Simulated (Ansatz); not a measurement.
Reaction (atomization): `F[SiH](F)[CH2][GeH3]` → C• + 2 F• + Ge• + 6 H• + Si•

Program: Ansatz. Geometries: PBE0-D4/def2-TZVP. ΔE: electronic, gas phase. CCSD(T)/CBS is the MP2 limit (def2-TZVPP, def2-QZVPP) plus CCSD(T) − MP2 in def2-TZVPP, frozen cores. This one scheme is used for every species, atoms too. No spin–orbit coupling; open shells (•) take unrestricted orbitals. Spin–orbit coupling would lower the free atoms: a little for C, F, Si; clearly for Ge. Bonds to Ge are less sure, by a few kJ/mol each and by 10 to 20 or more in all where they break to atoms, as the def2 sets lack core-valence functions. Scalar relativity is left out up to krypton. One conformer a species, not always the lowest.

| species | CCSD(T)/def2-TZVPP energy (Eh) |
| --- | --- |
| `F[SiH](F)[CH2][GeH3]` | -2605.93299 |
| C• | -37.78103 |
| F• | -99.62506 |
| Ge• | -2075.51616 |
| H• | -0.49981 |
| Si• | -288.92770 |

Question: Work out ΔE.

Answer: ΔE = 6 × (-0.49981) + 2 × (-99.62506) + (-37.78103) + (-2075.51616) + (-288.92770) − (-2605.93299) = 1.45912 Eh = +3830.9 kJ/mol. CCSD(T)/CBS gives +3922.1 kJ/mol.

Largest T1 diagnostic among the species: 0.012.

In def2-TZVPP, CCSD(T) changes the Hartree–Fock value by +886.1 kJ/mol (the triples alone add +45.2 kJ/mol) and MP2 by +938.7 kJ/mol; breaking electron pairs costs correlation energy, which Hartree–Fock lacks. From PBE to PBE0 (25 % exact exchange), in def2-TZVPP and without D4, ΔE moves by −40.0 kJ/mol: exact exchange takes away binding that semilocal exchange gives to molecules. The D4 term adds +37.3 kJ/mol with B3LYP and +19.6 kJ/mol with PBE0; it sums over pairs of atoms, weighted by their polarisabilities, and B3LYP, whose exchange is more repulsive, gets the larger term.

B3LYP here is the variant with VWN-RPA as its local correlation; programs differ in this.

For atomizations the MP2-based limit and the directly extrapolated one differ by several kJ/mol either way, and by 10 to 25 for some Ge, Se and Sn compounds, so smaller differences from it don't rank the levels.
